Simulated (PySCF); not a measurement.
Precursor series W F-NH2. Isolated molecules, 0 K electronic values unless said otherwise. One relaxed conformer stands for each flexible species; it need not be the lowest. In the def2 sets, heavy atoms carry core potentials. All members: neutral, multiplicity 1. Level: TPSSh-D3(BJ)/def2-TZVP // BP86-D3(BJ)/def2-SVP (PySCF), beside PBE-D3(BJ)/def2-TZVP // BP86-D3(BJ)/def2-SVP (PySCF) at the same geometries.  Orbital energies are measured against the vacuum level.

| species | LUMO, PBE (eV) | LUMO, TPSSh-D3(BJ) (eV) |
|---|---|---|
| [W(F)6] | -5.42 | -5.22 |
| [W(F)5(NH2)] | -4.93 | withheld |
| [W(F)4(NH2)2] | -3.83 | -3.54 |
| [W(F)3(NH2)3] | -3.30 | -3.00 |
| [W(F)2(NH2)4] | -2.81 | -2.48 |
| [W(F)(NH2)5] | -2.45 | -2.11 |
| [W(NH2)6] | -1.93 | -1.61 |

Problem. Fit y = a + b·x, y being the LUMO at the first level, to the 6 complete rows by least squares, with x = the PBE value in eV. Give a, b and the rms residual, and predict the withheld value.

Solution. Means of the 6 rows: x̄ = -3.29, ȳ = -2.9933 eV. Σ(x − x̄)² = 7.6142 and Σ(x − x̄)(y − ȳ) = 7.9078, so b = 1.039 and a = ȳ − b·x̄ = 0.425 eV. The rms residual is 0.016 eV. At x = -4.93 the line gives -4.70 eV. The run for [W(F)5(NH2)] gave -4.67 eV, so the line is off by 0.03 eV, within twice the rms residual.

Codes: PySCF.
